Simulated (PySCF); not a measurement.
Delta-SCF ions had no search for a lower state. 

Z-matrix (Å, degrees):
```
O
C 1 1.4085
H 2 1.0997 1 107.36
H 2 1.1045 3 108.45 1 -121.09
H 2 1.1045 3 108.45 4 -117.82
Ge 1 1.7601 2 121.53 3 179.95
I 6 2.4884 1 105.31 2 179.99
I 6 2.5133 1 109.30 2 59.81
I 6 2.5133 1 109.30 2 -59.84
```
Charge 0, spin multiplicity 1.

Problem. Give the vertical ionisation energy (Delta-SCF), total energy and dipole moment at the level M06-2X/def2-TZVP // PBE0-D3(BJ)/def2-SVP (PySCF).

Solution. 
```
Quantity                                      Result
--------------------------------------  ------------
vertical ionisation energy (Delta-SCF)       9.85 eV
total energy                            -83952.33 eV
dipole moment                                 1.04 D
```
